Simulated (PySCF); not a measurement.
Compound: MoO2Me2, C₂H₆MoO₂ (singlet state).
Bonds: Mo1–O2, Mo1–O3, Mo1–C4, Mo1–C8. Hydrogens: H5, H6, H7 on C4; H9, H10, H11 on C8.

A GFN2-xTB structure was refined with PySCF 2.14.0, PBE0-D3(BJ)/def2-SVP geometry optimisation, gas phase, def2 core potentials past Kr. Its GFN2-xTB values:

```tsv
coordinate	GFN2-xTB
Mo1–O2	1.633 Å
Mo1–O3	1.553 Å
Mo1–C4	2.188 Å
C4–H5	1.039 Å
O2–Mo1–O3	134.2°
O2–Mo1–C4	102.6°
O3–Mo1–C4	100.2°
C4–Mo1–C8	102.4°
```

Problem. How do these coordinates change at the PBE0-D3(BJ)/def2-SVP level?

Solution. 
```json
{"coordinate": "Mo1–O3", "PBE0-D3(BJ)/def2-SVP (Å or °)": "1.671", "change": "+0.118"}
{"coordinate": "Mo1–C4", "PBE0-D3(BJ)/def2-SVP (Å or °)": "2.097", "change": "-0.091"}
{"coordinate": "C4–H5", "PBE0-D3(BJ)/def2-SVP (Å or °)": "1.101", "change": "+0.062"}
{"coordinate": "Mo1–O2", "PBE0-D3(BJ)/def2-SVP (Å or °)": "1.672", "change": "+0.039"}
{"coordinate": "O2–Mo1–O3", "PBE0-D3(BJ)/def2-SVP (Å or °)": "109.8", "change": "-24.4"}
{"coordinate": "C4–Mo1–C8", "PBE0-D3(BJ)/def2-SVP (Å or °)": "113.2", "change": "+10.8"}
{"coordinate": "O3–Mo1–C4", "PBE0-D3(BJ)/def2-SVP (Å or °)": "108.2", "change": "+8.0"}
{"coordinate": "O2–Mo1–C4", "PBE0-D3(BJ)/def2-SVP (Å or °)": "108.7", "change": "+6.1"}
```

The energy falls by 2.179 eV over 9 energy and gradient evaluations, the largest force component goes from 0.2537 to 2.2e-04 Eh/bohr, and the atoms move by 0.155 Å rms after alignment. The bond that changes most is Mo1–O3 (ends: molybdenum bonded to 2 C and 2 O; oxygen bonded to Mo), which lengthens by 0.118 Å. Bonds longer at the end by more than 0.005 Å: 6 of 10; shorter: 3. Among the dihedrals that turn most is O3–Mo1–C8–H11, from 72° to 54°. Rotational constants go from 3557, 3154, 3059 to 3665, 3094, 2887 MHz.

The run used 117 basis functions and 76 SCF cycles in all.

PBE0-D3(BJ)/def2-SVP frequencies: not computed here.
